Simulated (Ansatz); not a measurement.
## Abstraction of Cl: MgHCl + CH2I → MgH + CH2ClI

Species: MgHCl `[MgH][Cl]`, singlet; CH2I `[CH2]I`, doublet; MgH, doublet; CH2ClI (chloroiodomethane) `ClCI`, singlet. A radical takes Cl: the energy is the difference in strength between the Mg–Cl bond broken and the C–Cl bond made.

Shapes, held fixed at every level: PBE0-D4/def2-TZVP. Programs: Ansatz 0.2.0. The zero-point and thermal change to 298 K, harmonic and unscaled (PBE0-D4/def2-TZVP), is +7.2 kJ/mol.

| level | kind | ΔH(298 K) (kJ/mol) | less CCSD(T)/def2-TZVPP |
| --- | --- | --- | --- |
| SPW92/def2-TZVPP | LDA | +105.5 | -39.6 |
| B3LYP-D4/def2-TZVPP | global hybrid | +143.1 | -2.0 |
| BHLYP-D4/def2-TZVPP | global hybrid | +156.0 | +10.9 |
| B2PLYP/def2-TZVPP | double hybrid | +149.1 | +4.0 |
| MP2/def2-TZVPP | perturbation theory | +130.4 | -14.7 |
| CCSD(T)/def2-SVP | coupled cluster or CI | +152.3 | +7.2 |
| CCSD/def2-TZVPP | coupled cluster or CI | +152.2 | +7.1 |
| CCSD(T)/def2-TZVPP | coupled cluster or CI | +145.1 | 0.0 |

The highest level, CCSD(T)/def2-TZVPP, gives ΔH(298 K) = +145.1 kJ/mol; the levels span +105.5 to +156.0. The column of differences is taken from that level and isn't an error. No measured value is set beside it here. Open shells run unrestricted unless RO is named. For atoms past krypton def2 sets carry core potentials with scalar relativity. Correlated rows may include outer-core shells of I, Mg, which these sets cover unevenly.
